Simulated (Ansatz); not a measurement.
`[SiH3][CH2][InH2]` + HI → `[InH2][I]` + `C[SiH3]` at 400 K and 1 bar (ligand exchange at the In–C bond).

Computed with Ansatz on PBE0-D4/def2-TZVP structures; ΔE is electronic, products minus reactants. CCSD(T)/CBS adds triple-zeta CCSD(T) − MP2 to the extrapolated MP2 energy (def2 sets, frozen cores). This one scheme is used for every species. def2 core potentials past Kr. For I, In outer-core shells are correlated without core-valence functions, which leaves a few kJ/mol of doubt a bond.

| species | CCSD(T)/CBS energy (Eh) | H − E (kJ/mol) | S (J/(mol·K)) |
| --- | --- | --- | --- |
| `[SiH3][CH2][InH2]` | -521.12346 | 196.2 | 384.9 |
| HI | -298.03592 | 25.7 | 215.0 |
| `[InH2][I]` | -488.48444 | 51.6 | 312.8 |
| `C[SiH3]` | -330.73916 | 180.9 | 277.1 |

H − E and S are ideal-gas, rigid-rotor, harmonic terms from PBE0-D4/def2-TZVP. 1 Eh = 2625.50 kJ/mol, R = 8.31446 J/(mol·K).

Q: By hand: ΔE, ΔH, ΔS and ΔG.

A: ΔE = (-488.48444) + (-330.73916) − (-521.12346) − (-298.03592) = -0.06422 Eh = -168.6 kJ/mol. Δ(H − E) = 51.6 + 180.9 − 196.2 − 25.7 = 10.6, so ΔH = -158.0 kJ/mol. ΔS = 312.8 + 277.1 − 384.9 − 215.0 = -10.0 J/(mol·K). ΔG = -158.0 − 400 × (-10.0)/1000 = -154.0 kJ/mol.

Q: By hand: the equilibrium constant, and the temperature at which ΔG would vanish if ΔH and ΔS stayed fixed.

A: log₁₀ K = −ΔG/(RT ln 10) = 20.1. ΔG = 0 at ΔH/ΔS = 15800 K, far beyond where these terms or the molecules hold.

The number of gas molecules stays the same, so ΔS is small and ΔH decides. A doubt of 5 kJ/mol in ΔE shifts log₁₀ K by 0.7 here. These are equilibria of isolated gas molecules and say nothing of rates. Largest T1 diagnostic: 0.013 (customary marks: 0.02 for closed shells, 0.045 for open ones).
